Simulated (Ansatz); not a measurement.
Species: P₂H₃, charge 0, doublet. P2H3 (SMILES [PH]P, doublet).
B3LYP-D3(BJ)/def2-TZVP minimum from Ansatz (a program for electronic structure):
```
P
H 1 1.4160
H 1 1.4187 2 95.53
P 1 2.1895 2 97.11 3 100.93
H 4 1.4237 1 92.01 2 -157.85
```
Charge 0, spin multiplicity 2.

Total energies in cc-pV(T+d)Z, 13 correlated electrons, 10 frozen orbitals. UHF or UKS for unpaired electrons; spin-orbit terms are left out. Correlated methods leave the cores frozen. No relativity.

| method | program | energy (Eh) | minus CCSDT(Q) (mEh) |
|---|---|---|---|
| HF | Ansatz | -683.23322 | 347.54 |
| MP2 | Ansatz | -683.52036 | 60.40 |
| CCSD | Ansatz | -683.56356 | 17.20 |
| CCSD(T) | Ansatz | -683.57829 | 2.47 |
| CCSDT(Q) | Ansatz | -683.58076 | 0.00 |
